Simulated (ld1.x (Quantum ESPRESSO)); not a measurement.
# Ga (Z = 31), PAW: configuration errors across variants

* Element: gallium
* Generator: ld1.x (Quantum ESPRESSO) 7.5
* Type: PAW
* Functional: PBEsol
* Relativity: scalar-relativistic
* Frozen core: [Ar]
* Valence charge: 13
* Reference configuration: 3d10 4s1.5 4p1.5
* Partial waves: 4s (bound): rcut 1.40, rcutus 1.65 bohr; 4s channel at -0.4 Ry: rcut 1.40, rcutus 1.65 bohr; 4p (bound): rcut 1.55, rcutus 1.95 bohr; 4p channel at 0.25 Ry: rcut 1.55, rcutus 1.95 bohr; 3d (bound): rcut 1.10, rcutus 1.25 bohr; 3d channel at -1.05 Ry: rcut 1.10, rcutus 1.25 bohr
* Local potential: all-electron potential smoothed inside 1.25 bohr (lloc = -2)
* Core correction: Bessel-smoothed model core inside 0.85 bohr
* Augmentation charge: PSQ, radius 0.85 bohr

All-electron excitation energies from the reference (eV): (1) 3d10 4s2 4p1 -3.237; (2) 3d10 4s2 4p0 2.443; (3) 3d10 4s1 4p0 23.578; (4) 3d10 4s0 4p3 10.153; (5) 3d9 4s2 4p1 24.474; (6) 3d9 4s0 4p0 118.545; (7) 3d9 4s2 4p2 17.084.

Tests that are not counted but printed errors over 1 eV. “wave 4s channel at -0.4 Ry: rcut 1.40, rcutus 1.65 bohr becomes 4s channel at -0.52 Ry: rcut 1.40, rcutus 1.65 bohr”: 3d9 4s2 4p1 (solver errors, printed error -1893 eV).

3 further variants failed, have other tests or another functional or relativity, and are left out.

A true bound ghost makes a file unfit for plane-wave use even where its test errors are small: the radial tests pick states by their node count and pass the ghost by.

Errors AE − PS in meV (a dash: test not solved or not reliable):

| change | (1) | (2) | (3) | (4) | (5) | (6) | (7) | bound ghosts |
| --- | --- | --- | --- | --- | --- | --- | --- | --- |
| base | +0.2 | -0.4 | -3.5 | -1.8 | -199 | -350 | -193 | none |
| wave 4s channel at -0.4 Ry: rcut 1.40, rcutus 1.65 bohr becomes 4s channel at -0.52 Ry: rcut 1.40, rcutus 1.65 bohr | +0.2 | -0.2 | -2.1 | -1.8 | – | -350 | -193 | none |
| augmentation PSQ, inside the norm-conserving radii | +0.2 | -0.5 | -3.7 | -1.8 | -198 | -348 | -192 | none |
| waves 4s (bound): rcut 1.40, rcutus 1.88 bohr; 4s channel at -0.4 Ry: rcut 1.40, rcutus 1.88 bohr | +0.2 | -0.4 | -3.7 | -1.8 | -185 | -350 | -182 | none |
| waves 3d (bound): rcut 1.10, rcutus 1.86 bohr; 3d channel at -1.05 Ry: rcut 1.10, rcutus 1.86 bohr | +0.1 | -0.4 | -4.6 | -2.3 | – | – | – | none |

(1) Give the same row for: local potential all-electron potential smoothed inside 1.40 bohr (lloc = -1).

Answers

(1) +0.2, -0.5, -3.9, -1.7, -202, -351, -197; bound ghosts: s.
